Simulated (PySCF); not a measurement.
# What a mistake does to a calculation on BClGeH4

These are calculations, not measurements. They come from PySCF 2.14.0, an open-source quantum chemistry program, on an isolated molecule that a program drew, which may never have been made. The molecule is BClGeH4 (charge 0, singlet), drawn as the SMILES string `[BH2][GeH2][Cl]`.

Each row is a Hartree-Fock (HF) and frozen-core CCSD(T) single point in the cc-pV(D+d)Z basis, meant for a local HF minimum. Run 1 is clean. Each other run has one planted mistake out of seven kinds, and not every kind appears here: one electron removed, one electron added, multiplicity raised by two, geometry at a saddle point, minimal basis STO-3G, one bond length entered in bohr, all coordinates scaled. The reference is restricted for singlets and unrestricted otherwise, and also for a bond in bohr. Adding or removing an electron swaps singlet and doublet. Electrons count all cores. HOMO and LUMO are orbital energies over both spins, the gradient is its largest component, and the lowest frequency (negative if imaginary) is given only where the gradient is small. Bond lengths are over the 6 bonds as drawn. T1 is the CCSD diagnostic: over 0.02 (restricted) or 0.045 (unrestricted) a single reference is doubtful. Germanium has the cc-pVDZ-PP basis, with a core potential (ECP10MDF) in place of its 10 inner electrons, and its 3s, 3p and 3d shells are frozen in CCSD(T).

Geometry of the clean run:
```xyz
7
BClGeH4, angstrom
B     0.3367   -0.3447   -0.4745
Ge   -0.2405   -0.7070    1.4953
Cl    0.4748    1.1071    2.5153
H     1.4403   -0.6318   -0.8342
H    -0.4110    0.1997   -1.2325
H     0.4501   -1.8746    2.1970
H    -1.7429   -0.7636    1.7638
```

```
run,electrons,basis functions,<S^2>,HOMO (eV),LUMO (eV),gradient (hartree/bohr),lowest frequency (cm^-1),mean bond (Å),longest bond (Å),T1,HF (hartree),CCSD(T) (hartree),mistake
1,58,80,0.000,-11.06,0.79,2.4e-05,46,1.6219,2.201,0.0102,-779.90261,-780.27226,no fault
2,59,80,0.761,-1.13,7.60,5.8e-02,-,1.6219,2.201,0.0121,-779.90605,-780.29464,one electron added
3,57,80,0.775,-16.97,-8.68,4.3e-02,-,1.6219,2.201,0.0620,-779.53414,-779.89250,one electron removed
4,58,80,0.000,-11.00,0.61,2.3e-02,-,1.6981,2.304,0.0109,-779.89157,-780.26432,all coordinates scaled
5,58,80,2.015,-7.94,-2.30,5.9e-02,-,1.6219,2.201,0.0230,-779.77798,-780.14721,?
6,58,80,0.867,-9.08,0.59,6.0e-03,-,1.8484,2.886,0.0394,-779.80151,-780.15841,?
```

**Which mistake was planted in run 5, and what did it cost?**

Electrons, basis and geometry are unchanged, and <S^2> is 2.015, beside S(S+1) = 2.00 for a multiplicity of 3. So the mistake is: multiplicity raised by two. Subtracting run 1 and multiplying by 627.51 kcal/mol a hartree, the energy moved by 78.2 kcal/mol in HF and 78.5 kcal/mol in CCSD(T).

**Which mistake was planted in run 6, and what did it cost?**

The mean bond changes by a factor of 1.140 and the longest by 1.311, so the molecule wasn't scaled as a whole. A length L in bohr read as angstrom grows by (1/0.5292 - 1) L = 0.890 L. The 6 bonds together grew by 6 x 0.2265 = 1.359 Å, which gives L = 1.527 Å. That is the length of one of the Ge-H bonds, 1.527 Å in the clean geometry. So the mistake is: one bond length entered in bohr. Subtracting run 1 and multiplying by 627.51 kcal/mol a hartree, the energy moved by 63.4 kcal/mol in HF and 71.4 kcal/mol in CCSD(T).

Cautions from the logs. Run 3: T1 is over the limit, so its CCSD(T) energy is less reliable.
